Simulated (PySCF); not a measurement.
Compound: C2H14OSi4.
SMILES with atom numbers: `[CH3:1][CH2:2][O:3][Si@@H:4]([SiH3:5])[SiH2:6][SiH3:7]` (hydrogens: H8, H9, H10 on C1; H11, H12 on C2; H13 on Si4; H14, H15, H16 on Si5; H17, H18 on Si6; H19, H20, H21 on Si7)

The same species was optimised twice, with GFN2-xTB and with PBE0-D3(BJ)/def2-SVP (PySCF), and the same property calculations (PySCF, gas phase) were run on both structures.

```csv
coordinate,GFN2-xTB,PBE0-D3(BJ)/def2-SVP,change
O3–Si4 (Å),1.636,1.679,+0.043
Si4–Si6 (Å),2.310,2.344,+0.034
Si4–Si5 (Å),2.323,2.351,+0.028
Si6–Si7 (Å),2.319,2.347,+0.028
C2–O3 (Å),1.393,1.409,+0.016
C1–C2 (Å),1.520,1.510,-0.010
Si4–Si6–Si7 (°),117.8,104.1,-13.7
Si5–Si4–Si6 (°),122.0,113.1,-8.9
O3–Si4–Si6 (°),96.3,102.0,+5.7
C2–O3–Si4 (°),128.3,124.4,-3.9
O3–Si4–Si5 (°),110.9,111.8,+0.9
C1–C2–O3 (°),109.7,109.3,-0.4
C1–C2–O3–Si4 (°),-175,173,-12
C2–O3–Si4–Si5 (°),53,61,+8
O3–Si4–Si6–Si7 (°),10,20,+10
```

Rotational constants: A = 1193, B = 751.7, C = 497.6 MHz (GFN2-xTB) against A = 1094, B = 824.0, C = 503.6 MHz (PBE0-D3(BJ)/def2-SVP). Point groups within 0.08 Å: C1 and C1.

On the GFN2-xTB structure: HOMO (eV) -7.70 [PBE0/pcSseg-1]; LUMO (eV) -1.15 [PBE0/pcSseg-1]; dipole (D) 1.21 [PBE0/pcSseg-1]; GIAO shielding of C1 (ppm) 166.3 [PBE0/pcSseg-1]; GIAO shielding of C2 (ppm) 121.3 [PBE0/pcSseg-1]; GIAO shielding of O3 (ppm) 313.6 [PBE0/pcSseg-1]; GIAO shielding of Si4 (ppm) 359.7 [PBE0/pcSseg-1]; GIAO shielding of Si5 (ppm) 470.4 [PBE0/pcSseg-1]; GIAO shielding of Si6 (ppm) 476.5 [PBE0/pcSseg-1]; GIAO shielding of Si7 (ppm) 464.7 [PBE0/pcSseg-1].

Question: What do these properties become on the PBE0-D3(BJ)/def2-SVP structure?

Answer: 
```json
{"property": "HOMO (eV)", "level": "PBE0/pcSseg-1", "on GFN2-xTB": "-7.70", "on PBE0-D3(BJ)/def2-SVP": "-7.45", "change": "+0.25"}
{"property": "LUMO (eV)", "level": "PBE0/pcSseg-1", "on GFN2-xTB": "-1.15", "on PBE0-D3(BJ)/def2-SVP": "-0.71", "change": "+0.44"}
{"property": "dipole (D)", "level": "PBE0/pcSseg-1", "on GFN2-xTB": "1.21", "on PBE0-D3(BJ)/def2-SVP": "1.23", "change": "+0.02"}
{"property": "energy, GFN2-xTB geometry as zero (kcal/mol)", "level": "PBE0/pcSseg-1", "on GFN2-xTB": "0.0", "on PBE0-D3(BJ)/def2-SVP": "-8.1", "change": "-8.1"}
{"property": "GIAO shielding of C1 (ppm)", "level": "PBE0/pcSseg-1", "on GFN2-xTB": "166.3", "on PBE0-D3(BJ)/def2-SVP": "164.4", "change": "-1.9"}
{"property": "GIAO shielding of C2 (ppm)", "level": "PBE0/pcSseg-1", "on GFN2-xTB": "121.3", "on PBE0-D3(BJ)/def2-SVP": "119.1", "change": "-2.2"}
{"property": "GIAO shielding of O3 (ppm)", "level": "PBE0/pcSseg-1", "on GFN2-xTB": "313.6", "on PBE0-D3(BJ)/def2-SVP": "312.5", "change": "-1.1"}
{"property": "GIAO shielding of Si4 (ppm)", "level": "PBE0/pcSseg-1", "on GFN2-xTB": "359.7", "on PBE0-D3(BJ)/def2-SVP": "357.2", "change": "-2.5"}
{"property": "GIAO shielding of Si5 (ppm)", "level": "PBE0/pcSseg-1", "on GFN2-xTB": "470.4", "on PBE0-D3(BJ)/def2-SVP": "460.8", "change": "-9.6"}
{"property": "GIAO shielding of Si6 (ppm)", "level": "PBE0/pcSseg-1", "on GFN2-xTB": "476.5", "on PBE0-D3(BJ)/def2-SVP": "461.0", "change": "-15.5"}
{"property": "GIAO shielding of Si7 (ppm)", "level": "PBE0/pcSseg-1", "on GFN2-xTB": "464.7", "on PBE0-D3(BJ)/def2-SVP": "456.2", "change": "-8.5"}
```

The heavy atoms differ by 0.154 Å rms after alignment. Among the bonds compared O3–Si4 changes most (+0.043 Å). Changes are differences of the printed values. Neither structure is proved a minimum here.

Conformer computed: `[CH3:1][CH2:2][O:3][Si@@H:4]([SiH3:5])[SiH2:6][SiH3:7]`: C1–C2–O3–Si4 173°, C2–O3–Si4–Si5 61°, O3–Si4–Si6–Si7 20°.
